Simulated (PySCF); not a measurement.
CrO$_{3}$, singlet, at a GFN2-xTB geometry (such geometries of metal compounds can be far from the true shape), atoms displaced at random by about 0.05 Å a coordinate; PBE0/STO-3G in PySCF.

Here is a job for PySCF.
```python
from pyscf import gto, scf, dft
from pyscf.geomopt import geometric_solver

mol = gto.M(
    atom='''
Cr    0.063431    0.024089    0.008240
O    -1.085135   -1.161584   -0.129015
O    -0.094636    1.220719   -0.927644
O     1.099004   -0.119047    1.048820
''',
    basis='sto-3g',
    charge=0,
    spin=0,
    verbose=3,
)

def method(m):
    mf = dft.RKS(m)
    mf.xc = 'pbe0'
    return mf

conv, mol_eq = geometric_solver.kernel(method(mol), maxsteps=100, convergence_set='GAU_TIGHT')
print('optimisation converged:', conv)
print(mol_eq.tostring(format='xyz'))
mf = method(mol_eq)
mf.kernel()
```

Predict the main parts of the log of this PySCF run.


```
Custom engine selected.
Bonds will be generated from interatomic distances less than 1.20 times sum of covalent radii
12 internal coordinates being used (instead of 12 Cartesians)
Internal coordinate system (atoms numbered from 1):
Distance 1-2
Distance 1-3
Distance 1-4
Angle 2-1-4
Angle 3-1-4
Out-of-Plane 1-2-3-4
Translation-X 1-4
Translation-Y 1-4
Translation-Z 1-4
Rotation-A 1-4
Rotation-B 1-4
Rotation-C 1-4
<class 'geometric.internal.Distance'> : 3
<class 'geometric.internal.Angle'> : 2
<class 'geometric.internal.OutOfPlane'> : 1
<class 'geometric.internal.TranslationX'> : 1
<class 'geometric.internal.TranslationY'> : 1
<class 'geometric.internal.TranslationZ'> : 1
<class 'geometric.internal.RotationA'> : 1
<class 'geometric.internal.RotationB'> : 1
<class 'geometric.internal.RotationC'> : 1
> ===== Optimization Info: ====
> Job type: Energy minimization
> Maximum number of optimization cycles: 100
> Initial / maximum trust radius (Angstrom): 0.100 / 0.300
> Convergence Criteria:
> Will converge when all 5 criteria are reached:
>  |Delta-E| < 1.00e-06
>  RMS-Grad  < 1.00e-05
>  Max-Grad  < 1.50e-05
>  RMS-Disp  < 4.00e-05
>  Max-Disp  < 6.00e-05
> === End Optimization Info ===

Geometry optimization cycle 1
Cartesian coordinates (Angstrom)
 Atom        New coordinates             dX        dY        dZ
  Cr   0.063431   0.024089   0.008240    0.000000  0.000000  0.000000
   O  -1.085135  -1.161584  -0.129015    0.000000  0.000000  0.000000
   O  -0.094636   1.220719  -0.927644    0.000000  0.000000  0.000000
   O   1.099004  -0.119047   1.048820    0.000000  0.000000  0.000000

WARN: Mole.unit (angstrom) is changed to Bohr

converged SCF energy = -1255.73456563847
--------------- RKS_Scanner gradients ---------------
         x                y                z
0 Cr     0.1584194126     0.0917995070     0.0696339164
1 O    -0.1191544558    -0.1183981864    -0.0172451217
2 O    -0.0248371265     0.0419906298    -0.0499380328
3 O    -0.0144692055    -0.0152700977    -0.0028826157
----------------------------------------------
cycle 1: E = -1255.73456564  dE = -1255.73  norm(grad) = 0.268721
Step    0 : Gradient = 1.344e-01/1.959e-01 (rms/max) Energy = -1255.7345656385
[...]
Geometry optimization cycle 2
Cartesian coordinates (Angstrom)
 Atom        New coordinates             dX        dY        dZ
  Cr  -0.025825  -0.008708  -0.032506   -0.089256 -0.032797 -0.040746
   O  -1.006584  -1.142598  -0.078195    0.078551  0.018986  0.050820
   O  -0.028358   1.217499  -0.871222    0.066278 -0.003220  0.056422
   O   1.043860  -0.103281   0.986812   -0.055144  0.015766 -0.062008
converged SCF energy = -1255.76841835858
--------------- RKS_Scanner gradients ---------------
         x                y                z
0 Cr    -0.0145889051     0.0196795300    -0.0260049645
1 O     0.0059887253    -0.0132973605     0.0142457862
2 O     0.0159706279    -0.0070742483     0.0183775882
3 O    -0.0072794825     0.0003626970    -0.0066293874
----------------------------------------------
cycle 2: E = -1255.76841836  dE = -0.0338527  norm(grad) = 0.0493145
Step    1 : Displace = 9.291e-02/1.039e-01 (rms/max) Trust = 1.000e-01 (=) Grad = 2.466e-02/3.573e-02 (rms/max) E (change) = -1255.7684183586 (-3.385e-02) Quality = 0.797
[...]
Geometry optimization cycle 3
Cartesian coordinates (Angstrom)
 Atom        New coordinates             dX        dY        dZ
  Cr   0.041344  -0.038756   0.024225    0.067168 -0.030048  0.056731
   O  -1.017757  -0.997012  -0.177772   -0.011173  0.145587 -0.099577
   O  -0.154992   1.110111  -0.893754   -0.126635 -0.107387 -0.022532
   O   1.111461  -0.100230   1.055688    0.067601  0.003051  0.068875
converged SCF energy = -1255.75914554277
--------------- RKS_Scanner gradients ---------------
         x                y                z
0 Cr    -0.0176269961    -0.0708852500     0.0401848763
1 O     0.0578763407     0.0873760967    -0.0139782054
2 O    -0.0221496676    -0.0240749101    -0.0024403239
[...]
Step   12 : Displace = 1.464e-03/2.453e-03 (rms/max) Trust = 3.000e-01 (=) Grad = 4.835e-04/7.057e-04 (rms/max) E (change) = -1255.7722717480 (+6.086e-07) Quality = -0.249
converged SCF energy = -1255.77227101364
Step   13 : Displace = 7.254e-04/1.212e-03 (rms/max) Trust = 7.318e-04 (-) Grad = 9.228e-04/1.235e-03 (rms/max) E (change) = -1255.7722710136 (+7.344e-07) Quality = -0.067
converged SCF energy = -1255.77227202476
Step   14 : Displace = 7.316e-04/1.245e-03 (rms/max) Trust = 3.627e-04 (-) Grad = 6.340e-04/8.172e-04 (rms/max) E (change) = -1255.7722720248 (-1.011e-06) Quality = 0.558
converged SCF energy = -1255.77227246467
Step   15 : Displace = 3.339e-04/5.531e-04 (rms/max) Trust = 3.627e-04 (=) Grad = 3.350e-04/3.990e-04 (rms/max) E (change) = -1255.7722724647 (-4.399e-07) Quality = 0.646
converged SCF energy = -1255.77227261721
Step   16 : Displace = 3.059e-04/5.172e-04 (rms/max) Trust = 3.627e-04 (=) Grad = 1.687e-04/2.218e-04 (rms/max) E (change) = -1255.7722726172 (-1.525e-07) Quality = 0.725
converged SCF energy = -1255.77227270313
Step   17 : Displace = 3.630e-04/6.108e-04 (rms/max) Trust = 3.627e-04 (=) Grad = 6.608e-05/9.480e-05 (rms/max) E (change) = -1255.7722727031 (-8.591e-08) Quality = 0.857
converged SCF energy = -1255.7722727826
Step   18 : Displace = 5.182e-04/8.606e-04 (rms/max) Trust = 5.129e-04 (+) Grad = 5.595e-05/7.605e-05 (rms/max) E (change) = -1255.7722727826 (-7.947e-08) Quality = 2.120
converged SCF energy = -1255.77227224043
[...]
3 O    -0.0003122308     0.0000299255    -0.0002104308
----------------------------------------------
cycle 20: E = -1255.77227224  dE = 5.42165e-07  norm(grad) = 0.000803082
Step   19 : Displace = 2.685e-04/3.299e-04 (rms/max) Trust = 7.254e-04 (+) Grad = 3.888e-04/5.076e-04 (rms/max) E (change) = -1255.7722722404 (+5.422e-07) Quality = -13.373
Not rejecting step - energy change meets convergence criteria
[...]
Geometry optimization cycle 21
Cartesian coordinates (Angstrom)
 Atom        New coordinates             dX        dY        dZ
  Cr   0.054735  -0.049849  -0.067682   -0.000034  0.000040 -0.000012
   O  -1.012520  -1.091051  -0.071435   -0.000150 -0.000065  0.000172
   O  -0.118789   1.176235  -0.898396   -0.000173  0.000129  0.000049
   O   1.077581  -0.057296   1.017243   -0.000135 -0.000071  0.000262
converged SCF energy = -1255.77227255621
--------------- RKS_Scanner gradients ---------------
         x                y                z
0 Cr    -0.0001687805    -0.0001005400     0.0000900940
1 O     0.0000901924     0.0001426225    -0.0000107228
2 O    -0.0000000729    -0.0000020785     0.0001777719
3 O    -0.0001548006    -0.0000146128    -0.0000054222
----------------------------------------------
cycle 21: E = -1255.77227256  dE = -3.15778e-07  norm(grad) = 0.0003621
Step   20 : Displace = 1.435e-04/1.606e-04 (rms/max) Trust = 1.343e-04 (-) Grad = 1.487e-04/1.992e-04 (rms/max) E (change) = -1255.7722725562 (-3.158e-07) Quality = 1.795
[...]
Geometry optimization cycle 22
Cartesian coordinates (Angstrom)
 Atom        New coordinates             dX        dY        dZ
  Cr   0.054465  -0.049690  -0.067367   -0.000271  0.000159  0.000315
   O  -1.012633  -1.091195  -0.071192   -0.000113 -0.000144  0.000243
   O  -0.119240   1.176218  -0.898360   -0.000451 -0.000017  0.000035
   O   1.077486  -0.057187   1.017481   -0.000095  0.000109  0.000238
converged SCF energy = -1255.77227267009
--------------- RKS_Scanner gradients ---------------
         x                y                z
0 Cr    -0.0000656799     0.0000201603     0.0000502420
1 O    -0.0000508965     0.0000078312    -0.0000116097
2 O    -0.0000355229     0.0000418563     0.0001211104
3 O    -0.0000809384    -0.0000452507     0.0000910329
----------------------------------------------
cycle 22: E = -1255.77227267  dE = -1.13886e-07  norm(grad) = 0.000211183
Step   21 : Displace = 1.360e-04/1.725e-04 (rms/max) Trust = 1.899e-04 (+) Grad = 1.023e-05/1.692e-05 (rms/max) E (change) = -1255.7722726701 (-1.139e-07) Quality = 3.021
[...]
Geometry optimization cycle 23
Cartesian coordinates (Angstrom)
 Atom        New coordinates             dX        dY        dZ
  Cr   0.054488  -0.049715  -0.067393    0.000023 -0.000026 -0.000026
   O  -1.012622  -1.091212  -0.071171    0.000011 -0.000017  0.000021
   O  -0.119309   1.176224  -0.898328   -0.000068  0.000006  0.000032
   O   1.077472  -0.057138   1.017490   -0.000014  0.000049  0.000009
converged SCF energy = -1255.77227266975
--------------- RKS_Scanner gradients ---------------
         x                y                z
0 Cr    -0.0000464368     0.0000210273     0.0000622900
1 O    -0.0000629528    -0.0000015967    -0.0000130276
2 O    -0.0000362890     0.0000471631     0.0001190558
3 O    -0.0000877122    -0.0000419430     0.0000828305
----------------------------------------------
cycle 23: E = -1255.77227267  dE = 3.47882e-10  norm(grad) = 0.000211289
Step   22 : Displace = 3.346e-05/5.710e-05 (rms/max) Trust = 2.685e-04 (+) Grad = 8.881e-06/1.188e-05 (rms/max) E (change) = -1255.7722726697 (+3.479e-10) Quality = -0.950
[...]
Converged! =D

optimisation converged: True
4
XYZ from PySCF
Cr          0.05448757       -0.04971536       -0.06739284
O          -1.01262204       -1.09121221       -0.07117119
O          -0.11930884        1.17622447       -0.89832770
O           1.07747190       -0.05713821        1.01749000
converged SCF energy = -1255.77227267076
```
